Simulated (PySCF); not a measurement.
# Radial density of Si (silicon, neutral)

M06, [Ne] 3s2 3p2, high-spin 3P determinant. All numbers are calculated (PySCF 2.14, the non-relativistic Hamiltonian (point nucleus), in def2-TZVPPD (6s5p4d1f, 48 functions)).

```
r (bohr)  4πr²ρ (e/bohr)  4πr²(ρα − ρβ)
 0.00214         0.09554         0.0000
 0.00360          0.2606         0.0000
 0.00606          0.6860         0.0001
  0.0102           1.732         0.0002
  0.0171           4.032         0.0005
  0.0288           8.253         0.0012
  0.0485           13.56         0.0037
  0.0815           15.72         0.0140
   0.137           11.68         0.0507
   0.231           10.15         0.1246
   0.388           14.32         0.1346
   0.653           9.088         0.0003
    1.10           2.148         0.2098
    1.85           1.889         0.7796
    3.11          0.9154         0.5321
    5.22          0.1013         0.0847
    8.79       0.0005113         0.0005
```
